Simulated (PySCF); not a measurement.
## Ca (calcium, neutral) across methods

[Ar] 4s2, closed-shell 1S. All numbers are calculated (PySCF 2.14, scalar relativity by spin-free X2C-1e, in ANO-RCC-VTZP (6s5p2d1f, 38 functions)).

```tsv
method	E (hartree)	mean ε 3s (eV)	mean ε 3p (eV)	mean ε 4s (eV)	Σ⟨r²⟩ (bohr²)	⟨S²⟩
UHF	-679.62777	-61.540	-36.431	-5.339	56.07	0.000
B97-3	-680.378	-51.168	-30.438	-4.275	52.92	0.000
PBE	-680.235	-47.038	-27.962	-3.763	52.71	0.000
r2SCAN	-680.401	-48.898	-28.927	-3.831	53.96	0.000
PBE0	-680.275	-50.947	-30.345	-4.329	53.09	0.000
M06-L	-680.416	-48.997	-28.745	-3.722	51.43	0.000
LDA	-678.586	-46.760	-27.921	-3.860	51.94	0.000
r2SCAN0	-680.402	-52.151	-30.968	-4.357	53.85	0.000
```

Q: Estimate the same row for BHandHLYP.

A: E (hartree) = -680.464; mean ε 3s (eV) = -54.525; mean ε 3p (eV) = -32.451; mean ε 4s (eV) = -4.743; Σ⟨r²⟩ (bohr²) = 53.09; ⟨S²⟩ = 0.000.
